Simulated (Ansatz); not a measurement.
Geometry optimisation, RKS B3LYP/def2-SVP in Ansatz.

Input file:

```yaml
crystal:
  periodic: [false, false, false]
  atoms:
    - { symbol: Ge, position_ang: [-0.093628, -0.181852, 0.055889] }
    - { symbol: H, position_ang: [0.066178, -0.105602, 1.587959] }
    - { symbol: O, position_ang: [1.418183, -0.169186, -0.863217] }
    - { symbol: H, position_ang: [1.610576, -1.042861, -1.232856] }
    - { symbol: O, position_ang: [-1.12389, 1.169678, -0.407446] }
    - { symbol: H, position_ang: [-1.258011, 1.220206, -1.366358] }
    - { symbol: Cl, position_ang: [-1.054133, -2.080374, -0.440407] }
    - { symbol: Cl, position_ang: [1.540502, 2.386696, 1.631394] }
    - { symbol: H, position_ang: [0.741322, 1.507697, 2.236041] }
basis:
  gaussian: { orbitals: def2-SVP }
hamiltonian:
  xc: b3lyp
relax:
  f_tol: 0.03
  max_steps: 50
output:
  orbitals: {}
```

Run as:

```bash
$ ansatz run input.yaml --threads 4 --pin off --max-ram 5120MiB --backend cpu --events-out ev --progress --plain --runs-dir out
```

**Question.** Where does it end, and by what steps?

**Answer.** The forces met the threshold. After 20 steps the energy has fallen by 0.383 eV; H9 moved furthest, 1.24 Å.

```json
{"step": "0", "energy less start (eV)": "0.0000", "largest force component (eV/Å)": "0.917", "accepted": "yes"}
{"step": "1", "energy less start (eV)": "-0.0882", "largest force component (eV/Å)": "0.461", "accepted": "yes"}
{"step": "2", "energy less start (eV)": "-0.1158", "largest force component (eV/Å)": "0.231", "accepted": "yes"}
{"step": "3", "energy less start (eV)": "-0.1316", "largest force component (eV/Å)": "0.172", "accepted": "yes"}
{"step": "4", "energy less start (eV)": "-0.1416", "largest force component (eV/Å)": "0.320", "accepted": "yes"}
{"step": "5", "energy less start (eV)": "-0.1586", "largest force component (eV/Å)": "0.131", "accepted": "yes"}
{"step": "6", "energy less start (eV)": "-0.1322", "largest force component (eV/Å)": "1.401", "accepted": "no"}
{"step": "7", "energy less start (eV)": "-0.1680", "largest force component (eV/Å)": "0.110", "accepted": "yes"}
{"step": "8", "energy less start (eV)": "-0.1765", "largest force component (eV/Å)": "0.237", "accepted": "yes"}
{"step": "9", "energy less start (eV)": "-0.1865", "largest force component (eV/Å)": "0.558", "accepted": "yes"}
{"step": "10", "energy less start (eV)": "-0.2155", "largest force component (eV/Å)": "0.163", "accepted": "yes"}
{"step": "11", "energy less start (eV)": "-0.2338", "largest force component (eV/Å)": "0.857", "accepted": "yes"}
{"step": "12", "energy less start (eV)": "-0.2699", "largest force component (eV/Å)": "0.839", "accepted": "yes"}
{"step": "13", "energy less start (eV)": "-0.3176", "largest force component (eV/Å)": "0.595", "accepted": "yes"}
{"step": "14", "energy less start (eV)": "-0.3586", "largest force component (eV/Å)": "0.304", "accepted": "yes"}
{"step": "15", "energy less start (eV)": "-0.3530", "largest force component (eV/Å)": "0.664", "accepted": "no"}
{"step": "16", "energy less start (eV)": "-0.3724", "largest force component (eV/Å)": "0.153", "accepted": "yes"}
{"step": "17", "energy less start (eV)": "-0.3753", "largest force component (eV/Å)": "0.267", "accepted": "yes"}
{"step": "18", "energy less start (eV)": "-0.3780", "largest force component (eV/Å)": "0.221", "accepted": "yes"}
{"step": "19", "energy less start (eV)": "-0.3817", "largest force component (eV/Å)": "0.073", "accepted": "yes"}
{"step": "20", "energy less start (eV)": "-0.3826", "largest force component (eV/Å)": "0.029", "accepted": "yes"}
```

```xyz
9
Properties=species:S:1:pos:R:3
Ge 0.064 -0.488 0.095
H 0.505 -0.795 1.522
O 1.352 -0.432 -1.115
H 1.393 -1.219 -1.676
O -0.641 1.149 0.132
H -0.780 1.522 -0.751
Cl -1.414 -1.927 -0.582
Cl 1.112 2.673 2.229
H 0.257 2.222 1.346
```

Whether the end is a true minimum wasn't checked by a vibrational analysis.

The run took 36 s on 4 threads of AMD EPYC 7B13 (Zen 3), with other jobs on the host, peak memory 0.32 GiB.
